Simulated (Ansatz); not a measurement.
Total energies of C4H8ClNOZr (`C#[C][Zr]([OH])([Cl])[N](C)C`).

```xyz
16

C     1.7912   -1.6390   -2.6222
C     1.4547   -1.3431   -1.4917
Zr    0.9141   -0.8077    0.5756
O     0.1608   -2.3010    1.4891
Cl    2.7814    0.1917    1.6564
N    -0.5300    0.5515    0.3714
C    -1.9157    0.5774    0.7600
C    -0.0824    1.7572   -0.2913
H     2.0875   -1.8992   -3.6137
H     0.0689   -3.0986    2.0037
H    -2.1904   -0.3567    1.2530
H    -2.5688    0.7076   -0.1131
H    -2.1200    1.4044    1.4536
H    -0.1851    2.6366    0.3574
H     0.9772    1.6835   -0.5712
H    -0.6436    1.9353   -1.2172
```

The species carries charge 0 and has multiplicity 1. Correlated methods include outer-core shells of Zr, which these sets cover unevenly. Zr: def2 effective core potential. The structure was optimised at the PBE0-D4/def2-TZVP level. It is one conformer, not always the lowest. Basis def2-TZVPP, Ansatz.

RPA on PBE orbitals: Hartree–Fock energy of these orbitals -791.63576 Eh, correlation -2.59625 Eh (frozen core).

```csv
functional,kind,energy without D4 (Eh),D4 term (kJ/mol)
PBE,GGA,-794.19800,-42.4
revPBE,GGA,-794.59729,-112.0
BLYP,GGA,-794.60196,-88.3
B97M-V,meta-GGA with VV10,-794.60163,–
r2SCAN0,"meta-GGA hybrid, 25 %",-794.48172,-13.8
BHLYP,"global hybrid, 50 %",-794.46809,-56.3
LC-ωPBE,long-range corrected hybrid,-794.42268,–
ωB97X-V,range-separated hybrid GGA with VV10,-794.54270,–
ωB97M-V,range-separated hybrid meta-GGA with VV10,-794.50911,–
PBE-QIDH,double hybrid,-794.04731,–
```

Problem. Give the same for LDA (SPW92), r2SCAN, PBE0, B3LYP, r2SCANh, HSE06 (plane-wave form), CAM-B3LYP, B2PLYP. (Best estimate.)

Solution. The calculation gave: 
```csv
functional,kind,energy without D4 (Eh),D4 term (kJ/mol)
LDA (SPW92),LDA,-790.68198,–
r2SCAN,meta-GGA,-794.56520,-11.6
PBE0,"global hybrid, 25 % exact exchange",-794.22501,-36.9
B3LYP,"global hybrid, 20 %",-794.77330,-67.5
r2SCANh,"meta-GGA hybrid, 10 %",-794.53087,-12.5
HSE06 (plane-wave form),screened hybrid,-794.20077,-34.9
CAM-B3LYP,range-separated hybrid,-794.56729,-38.3
B2PLYP,double hybrid,-794.29075,–
```

B3LYP takes the VWN-RPA correlation (the form of Gaussian; ORCA's B3LYP/G). HSE06 is the plane-wave form, built on full-range PBE exchange. The double hybrids freeze the cores in their second-order part.

LC-ωPBE has ω = 0.4 bohr⁻¹.
